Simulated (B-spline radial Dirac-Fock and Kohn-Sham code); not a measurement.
# Compton profile of S⁺

System: sulfur as S⁺, [Ne] 3s2 3p3, inside a Watson sphere of charge -1 and radius 2 Å (a model of the Madelung potential; inside it an electron's potential energy is raised by 7.2 eV).

Level of theory: the impulse approximation on relativistic Hartree-Fock (Dirac-Fock) wave functions, averaged over the configuration; a radial finite-basis atomic code. pz is in atomic units of momentum; subshell profiles are per electron, for a selection of subshells; open shells are spread over both j values by their weights.

| pz | J total | J 2s1/2 | J 3s1/2 | J 3p3/2 |
| --- | --- | --- | --- | --- |
| 0.29 | 3.997 | 0.225 | 0.615 | 0.492 |
| 0.42 | 3.681 | 0.221 | 0.500 | 0.466 |
| 0.6 | 3.135 | 0.213 | 0.335 | 0.400 |
| 0.86 | 2.349 | 0.196 | 0.155 | 0.270 |
| 1.2 | 1.643 | 0.170 | 0.0493 | 0.127 |
| 1.8 | 1.128 | 0.120 | 0.0241 | 0.0228 |
| 2.5 | 0.8617 | 0.0687 | 0.0201 | 0.00561 |
| 3.6 | 0.5443 | 0.0228 | 0.00687 | 0.00487 |
| 5.2 | 0.2719 | 0.00519 | 0.000863 | 0.00260 |
| 7.4 | 0.1232 | 0.00388 | 0.000363 | 0.000790 |
| 11 | 0.04694 | 0.00259 | 0.000255 | 0.000125 |
| 15 | 0.01924 | 0.00111 | 0.000109 | 2.16e-05 |
| 22 | 0.004828 | 0.000245 | 2.33e-05 | 1.83e-06 |
| 31 | 0.001067 | 4.75e-05 | 4.44e-06 | < 1e-6 |
| 44 | 0.0001868 | 7.56e-06 | < 1e-6 | < 1e-6 |
| 63 | 2.758e-05 | 1.05e-06 | < 1e-6 | < 1e-6 |

**Question.** What is the peak value J(0), and which subshell contributes most to it?

**Answer.** J(0) = 4.297. The 3s1/2 subshell gives the largest part, 35 %.

Mean momentum ⟨p⟩ by subshell (a.u.): 1s1/2 13.3, 2s1/2 3.96, 2p1/2 5.27, 2p3/2 5.25, 3s1/2 1.30, 3p1/2 1.44, 3p3/2 1.44.

Values without a named source are computed, but for edge energies of neutral atoms, which are taken from tables.
